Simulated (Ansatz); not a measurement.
Born–Oppenheimer molecular dynamics of CH₅Cl₂NSi (10 atoms, charge 0, multiplicity 1). It starts from a relaxed structure.

Method: RKS PBE-D4/6-31G* (Ansatz).

```json
{
  "ensemble": "NVT, Nosé–Hoover chain",
  "time step": "0.5 fs",
  "steps asked": "150",
  "set temperature": "300 K",
  "thermostat": "time constant 20 fs, chain length 5",
  "masses": "H 2.014 u",
  "seed": "423043"
}
```

First frame:

```xyz
10
Properties=species:S:1:pos:R:3
Si 0.065 0.100 0.079
N 0.002 0.098 1.803
H -0.920 0.056 2.243
H 0.663 -0.497 2.305
Cl 2.077 0.272 -0.408
C -0.924 1.513 -0.634
H -1.984 1.433 -0.338
H -0.525 2.472 -0.267
H -0.875 1.502 -1.734
Cl -0.620 -1.675 -0.810
```

Q: How far do the bonds stretch over the last three quarters of this one trajectory? (Pairs bonded in most of those frames.)

A: 
| bond | mean (Å) | spread (Å) | shortest | longest |
| --- | --- | --- | --- | --- |
| Si1–N2 | 1.720 | 0.016 | 1.68 | 1.74 |
| Si1–Cl5 | 2.077 | 0.016 | 2.05 | 2.10 |
| Si1–C6 | 1.876 | 0.028 | 1.83 | 1.92 |
| Si1–Cl10 | 2.089 | 0.029 | 2.06 | 2.14 |
| N2–H3 | 1.023 | 0.021 | 0.99 | 1.06 |
| N2–H4 | 1.025 | 0.022 | 0.98 | 1.06 |
| C6–H7 | 1.105 | 0.021 | 1.07 | 1.15 |
| C6–H8 | 1.109 | 0.017 | 1.08 | 1.14 |
| C6–H9 | 1.105 | 0.025 | 1.07 | 1.15 |

Mean temperature of the second half: 257 K. The conserved energy stayed within 0.12 meV per atom of its start (net change 0.098 meV per atom), so the integration is sound. The mean temperature of the second half is 14 % below the set value. A run of 0.075 ps of so small a system gives no equilibrium averages.

The run took 5.9 min on 2 threads of Arm Neoverse V1 (shared host), peak memory 0.15 GiB.
